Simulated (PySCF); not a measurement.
Te(F)4 cation (F4Te), SMILES F[Te](F)(F)F (connectivity only; charge and spin as stated), charge +1, multiplicity 2.

Coordinates come from a r2SCAN-D4/def2-SVP optimisation. The multiplicity is an assumed one; other spin states were not compared. The isomer is the one that the SMILES or the coordinates give; other isomers of the formula were not compared. The def2 effective core potentials stand for the cores of Te; spin–orbit coupling is left out.

Computed with r2SCAN/def2-TZVP (PySCF).

The molecule is in vacuum.

| Quantity | Value |
|---|---|
| total energy | -667.13150 hartree |
| point group | C2v |
| α spin, highest occupied and lowest empty level | -16.49 and -10.71 eV |
| β spin, highest occupied and lowest empty level | -17.54 and -14.83 eV |
| dipole moment about the centre of nuclear charge | 2.12 D |
| mean static polarisability | 37.3 bohr³ (5.53 Å³) |
| polarisability, principal values | 29.3, 32.6, 50.0 bohr³ |
| ⟨S²⟩ | 0.758 (pure state 0.75) |
